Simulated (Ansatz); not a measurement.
Consider the ligand exchange at the Sn–N bond: `[NH2][Sn][O][SiH3]` + `O[SiH3]` → `[SiH3][O][Sn][O][SiH3]` + NH₃.

Program: Ansatz. Geometries: PBE0-D4/def2-TZVP. ΔE: electronic, gas phase. CCSD(T)/CBS adds triple-zeta CCSD(T) − MP2 to the extrapolated MP2 energy (def2 sets, frozen cores). This one scheme is used for every species. DFT in def2-TZVPP. def2 core potentials past Kr. For Sn outer-core shells are correlated without core-valence functions, which leaves a few kJ/mol of doubt a bond. Each species was taken in one conformer, which may not be the lowest.

```csv
level,ΔE (kJ/mol),difference from CCSD(T)/CBS
r2SCAN-D4,-49.9,3.9
r2SCAN0-D4,-49.7,4.1
BHLYP-D4,-58.7,-4.9
ωB97X-V,-52.3,1.5
PBE,-44.1,9.7
BLYP,-46.8,7.0
r2SCANh,-48.0,5.8
r2SCAN0,-47.7,6.1
HF/def2-SVP,-60.8,-7.0
HF/def2-TZVPP,-52.5,1.3
MP2/def2-TZVPP,-51.2,2.6
SCS-MP2/def2-TZVPP,-52.5,1.3
CCSD(T)/def2-TZVPP,-50.9,2.9
SCS-MP2/def2-QZVPP,-54.3,-0.5
HF/CBS(def2),-54.4,-0.6
MP2/CBS(def2),-54.2,-0.4
CCSD(T)/CBS,-53.8,0
```

Largest T1 diagnostic among the species: 0.016.

At CCSD(T), def2-SVP lies −4.3 kJ/mol from the extrapolated value and def2-TZVPP +2.9 kJ/mol. The D4 term adds −8.2 kJ/mol with B3LYP and −5.0 kJ/mol with PBE0; it sums over pairs of atoms, weighted by their polarisabilities, and B3LYP, whose exchange is more repulsive, gets the larger term. Leaving LDA and LC-ωPBE aside and taking each functional with its dispersion term where it has one, the values, not all of them listed here, spread over 10.6 kJ/mol, from BHLYP-D4 to PBE-QIDH. LDA lies +4.0 kJ/mol from PBE without D4.

B3LYP here is the variant with VWN-RPA as its local correlation; programs differ in this.
